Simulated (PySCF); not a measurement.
SMILES COC([O])=O, doublet, B3LYP/def2-SVP optimised geometry.

```
8

C     -0.33    -0.16     0.00
O     -0.77    -0.87    -1.16
C     -1.52    -0.24    -2.05
O     -1.91    -0.87    -3.07
O     -1.88     0.94    -1.98
H     -0.70     0.87     0.00
H      0.77    -0.16     0.00
H     -0.70    -0.69     0.89
```

Density from unrestricted B3LYP/def2-TZVP (PySCF) at that geometry.

Minimum of the electron density along straight lines between bonded atoms, close to the bond critical point (lines longer than 1.1 times the sum of covalent radii, or with two minima, are not listed):

```json
[
 {"bond": "C1–O2", "length / Å": "1.437", "ρ at the minimum / e bohr⁻³": "0.237", "∇²ρ there / e bohr⁻⁵": "(withheld)", "position (fraction from the first atom)": "0.35"},
 {"bond": "O2–C3", "length / Å": "1.320", "ρ at the minimum / e bohr⁻³": "0.332", "∇²ρ there / e bohr⁻⁵": "-0.81", "position (fraction from the first atom)": "0.65"},
 {"bond": "C3–O4", "length / Å": "1.261", "ρ at the minimum / e bohr⁻³": "0.386", "∇²ρ there / e bohr⁻⁵": "(withheld)", "position (fraction from the first atom)": "0.34"},
 {"bond": "C3–O5", "length / Å": "1.243", "ρ at the minimum / e bohr⁻³": "0.400", "∇²ρ there / e bohr⁻⁵": "(withheld)", "position (fraction from the first atom)": "0.34"},
 {"bond": "C1–H6", "length / Å": "1.098", "ρ at the minimum / e bohr⁻³": "0.284", "∇²ρ there / e bohr⁻⁵": "-1.01", "position (fraction from the first atom)": "0.65"},
 {"bond": "C1–H7", "length / Å": "1.099", "ρ at the minimum / e bohr⁻³": "0.283", "∇²ρ there / e bohr⁻⁵": "-1.00", "position (fraction from the first atom)": "0.65"},
 {"bond": "C1–H8", "length / Å": "1.099", "ρ at the minimum / e bohr⁻³": "0.283", "∇²ρ there / e bohr⁻⁵": "-1.00", "position (fraction from the first atom)": "0.65"}
]
```

**Question.** Some entries are withheld; supply them.

**Answer.** 
- C1–O2, ∇²ρ there / e bohr⁻⁵: -0.43
- C3–O4, ∇²ρ there / e bohr⁻⁵: -0.73
- C3–O5, ∇²ρ there / e bohr⁻⁵: -0.63
